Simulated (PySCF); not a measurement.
## Assigning NMR signals

Atom-mapped SMILES (the numbers label the heavy atoms): `[CH3:1][C:2]1=[CH:3][SiH2:4][NH:5][Si@H:6]1[C:7]#[N:8]`. Hydrogens are named by the atom that carries them. Ha(Si4) is cis to C7 on the ring; Hb(Si4) is trans to C7 on the ring.

Computed data (PySCF 2.14): coordinates at the GFN2-xTB level, GIAO PBE0/pcSseg-1 shieldings. Isolated molecule, non-relativistic Hamiltonian, one conformer, one averaged value for each set of equivalent atoms.

Referencing at the same level of theory: $^{13}$C, $^{1}$H vs TMS.

Question: Assign these signals to the numbered atoms. $^{13}$C{$^{1}$H} NMR (computed): δ 165.9 (C), 148.2 (CH), 125.7 (C), 26.8 (CH3).

Answer: 
| δ (ppm) | atoms | environment | reason |
| --- | --- | --- | --- |
| 165.9 | C2 | fully substituted alkene carbon | – |
| 148.2 | C3 | alkene CH | the olefinic region |
| 125.7 | C7 | nitrile carbon | C≡N carbons fall here, among the sp2 signals but without a proton |
| 26.8 | C1 | allylic methyl carbon | aliphatic region, no heteroatom directly attached |

Question: Assign these signals to the numbered atoms. $^{1}$H NMR (500 MHz, computed): δ 7.02 (m, 1H), 5.36 (m, 1H), 5.30 (s, 1H), 5.29 (m, 1H), 2.37 (s, 3H), -0.13 (br s, 1H).

Answer: 
```tsv
δ (ppm)	atoms	environment	reason
7.02	H(C3)	hydrogen on an alkene CH	a vinylic proton, deshielded by the sp2 carbon and the C=C anisotropy
5.36	Ha(Si4)	hydrogen on a silicon bonded to C, N, in a 5-membered ring	–
5.30	H(Si6)	hydrogen on a silicon bonded to 2 C, N, in a 5-membered ring	–
5.29	Hb(Si4)	hydrogen on a silicon bonded to C, N, in a 5-membered ring	–
2.37	H(C1)	hydrogen on an allylic methyl carbon	allylic position
-0.13	H(N5)	hydrogen on a nitrogen bonded to 2 Si, in a 5-membered ring	labile proton, position sensitive to the medium
```

Ha(Si4) and H(Si6); H(Si6) and Hb(Si4) lie closer than the usual error of such a calculation, so a measured spectrum could show them in the other order.

Exchangeable OH/NH protons stand at their gas-phase positions; hydrogen bonding in a real sample shifts them, mostly to higher δ. Shifts are as computed. Against solution values, carbons near 30 ppm lie about +3 ppm off and those near 130 ppm about +5 ppm. Of 1309 compounds with measured shifts, 239 miss one by over three times the rms of a fit or turn the order of signals round; such compounds aren't used in these exercises. No couplings were computed; multiplicities are counted from neighbouring protons, with m where these are inequivalent, close in shift, in a saturated or five-membered ring or joined by F or P, and br s for small geminal =CH2 splittings.
